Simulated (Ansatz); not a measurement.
`[CH3][Zn][CH2]O` → 2 C• + 6 H• + O• + Zn (atom)  (atomization)

Calculated with Ansatz (gas phase, PBE0-D4/def2-TZVP geometries, no zero-point term in ΔE). CCSD(T)/CBS adds triple-zeta CCSD(T) − MP2 to the extrapolated MP2 energy (def2 sets, frozen cores). This one scheme is used for every species, atoms too. DFT in def2-TZVPP. B3LYP here is the variant with VWN-RPA as its local correlation; programs differ in this. No spin–orbit coupling; open shells (•) take unrestricted orbitals. Spin–orbit coupling would lower the free atoms: a little for C, O. Bonds to Zn are less sure, by a few kJ/mol each and by 10 to 20 or more in all where they break to atoms, as the def2 sets lack core-valence functions. Scalar relativity is left out up to krypton. Each species was taken in one conformer, which may not be the lowest.

| level | ΔE (kJ/mol) | difference from CCSD(T)/CBS |
| --- | --- | --- |
| PBE-D4 | 3396.9 | 64.2 |
| r2SCAN-D4 | 3351.3 | 18.6 |
| PBE0-D4 | 3335.7 | 3.0 |
| B3LYP-D4 | 3314.8 | -17.9 |
| ωB97X-V | 3341.4 | 8.7 |
| ωB97M-V | 3339.2 | 6.5 |
| B2PLYP | 3291.9 | -40.8 |
| PBE | 3383.6 | 50.9 |
| r2SCAN | 3348.0 | 15.3 |
| PBE0 | 3324.5 | -8.2 |
| B3LYP | 3293.4 | -39.3 |
| HF/def2-TZVPP | 2374.6 | -958.1 |
| MP2/def2-TZVPP | 3307.8 | -24.9 |
| SCS-MP2/def2-TZVPP | 3284.7 | -48.0 |
| CCSD/def2-TZVPP | 3202.3 | -130.4 |
| CCSD(T)/def2-TZVPP | 3250.7 | -82.0 |
| HF/def2-QZVPP | 2381.1 | -951.6 |
| MP2/def2-QZVPP | 3357.0 | 24.3 |
| SCS-MP2/def2-QZVPP | 3339.9 | 7.2 |
| HF/CBS(def2) | 2382.1 | -950.6 |
| MP2/CBS(def2) | 3389.7 | 57.0 |
| CCSD/CBS(def2) | 3284.2 | -48.5 |
| CCSD(T)/CBS | 3332.7 | 0 |

Largest T1 diagnostic among the species: 0.017.

In def2-TZVPP, CCSD(T) changes the Hartree–Fock value by +876.1 kJ/mol (the triples alone add +48.5 kJ/mol) and MP2 by +933.1 kJ/mol; breaking electron pairs costs correlation energy, which Hartree–Fock lacks. From PBE to PBE0 (25 % exact exchange), in def2-TZVPP and without D4, ΔE moves by −59.1 kJ/mol: exact exchange takes away binding that semilocal exchange gives to molecules.

For atomizations the MP2-based limit and the directly extrapolated one differ by several kJ/mol either way, and by 10 to 25 for some Ge, Se and Sn compounds, so smaller differences from it don't rank the levels.
